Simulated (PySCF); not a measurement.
**Gas-phase XPS of (H2B-mu-NH2)2, computed**

Compound: (H2B-mu-NH2)2.
Bonds: B1–N4, B1–N8, N4–B5, B5–N8. Hydrogens: H2, H3 on B1; H9, H10 on N4; H6, H7 on B5; H11, H12 on N8.

Method used: PySCF, delta-SCF UKS SCAN, pcX-2 on the ionised atom, pcseg-1 elsewhere, spin-free X2C. Each binding energy is the total energy of the core-ionised species, with the hole localised on one atom, minus that of the ground state; both are solved self-consistently, so orbital relaxation is included.

Task: Give the core binding energies atom by atom.

Result: 
```tsv
atom(s)	environment	level	binding energy (eV)	count
B1/B5	boron bonded to 2 N and 2 H	B 1s	195.23	2
N4/N8	nitrogen bonded to 2 B and 2 H	N 1s	405.95	2
```

Task: Give the binding energy of B 1s of B1/B5 in hartree and in kJ/mol.

Result: 195.23 eV = 7.1746 Eh = 18837 kJ/mol.

Task: Which effective nuclear charge Zeff reproduces each element's mean 1s value in the hydrogen-like formula E = 13.606 eV × Zeff²?

Result: B (Z = 5): mean 195.2 eV, Zeff = 3.79, Z − Zeff = 1.21; N (Z = 7): mean 406.0 eV, Zeff = 5.46, Z − Zeff = 1.54. Means run over the listed sites, weighted by atom count.

The first atom of each set that the bonding makes equivalent was ionised and stands for the set. One conformer (not necessarily the lowest) at the PBE0-D3(BJ)/def2-SVP geometry, without solvent, vibrations or thermal averaging.
